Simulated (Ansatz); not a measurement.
`[InH2][C]1=NC1` + `C=N` → `C=[N][InH2]` + `C1=NC1` at 700 K and 1 bar (ligand exchange at the In–C bond).

Calculated with Ansatz (gas phase, PBE0-D4/def2-TZVP geometries, no zero-point term in ΔE). CBS: MP2 limit from def2 TZ/QZ plus the TZ coupled-cluster correction, frozen cores. This one scheme is used for every species. Elements past krypton have def2 core potentials. For In outer-core shells are correlated without core-valence functions, which leaves a few kJ/mol of doubt a bond.

```
         species  CCSD(T)/CBS energy (Eh)  H − E (kJ/mol)  S (J/(mol·K))
`[InH2][C]1=NC1`               -322.91122           186.9          427.0
           `C=N`                -94.52360           135.6          268.6
   `C=[N][InH2]`               -284.90922           162.3          392.3
        `C1=NC1`               -132.51911           156.2          299.5
```

H − E and S are ideal-gas, rigid-rotor, harmonic terms from PBE0-D4/def2-TZVP. 1 Eh = 2625.50 kJ/mol, R = 8.31446 J/(mol·K).

Task: By hand: ΔE, ΔH, ΔS and ΔG.

Result: ΔE = (-284.90922) + (-132.51911) − (-322.91122) − (-94.52360) = 0.00649 Eh = 17.0 kJ/mol. Δ(H − E) = 162.3 + 156.2 − 186.9 − 135.6 = -4.0, so ΔH = 13.0 kJ/mol. ΔS = 392.3 + 299.5 − 427.0 − 268.6 = -3.8 J/(mol·K). ΔG = 13.0 − 700 × (-3.8)/1000 = 15.7 kJ/mol.

Task: By hand: the equilibrium constant, and the temperature at which ΔG would vanish if ΔH and ΔS stayed fixed.

Result: log₁₀ K = −ΔG/(RT ln 10) = -1.2. ΔH and −TΔS have one sign here, so there is no such temperature. One of them is within its doubt of zero, so this could turn.

The number of gas molecules stays the same, so ΔS is small and ΔH decides. A doubt of 5 kJ/mol in ΔE shifts log₁₀ K by 0.4 here. These are equilibria of isolated gas molecules and say nothing of rates. Largest T1 diagnostic: 0.015 (customary marks: 0.02 for closed shells, 0.045 for open ones).
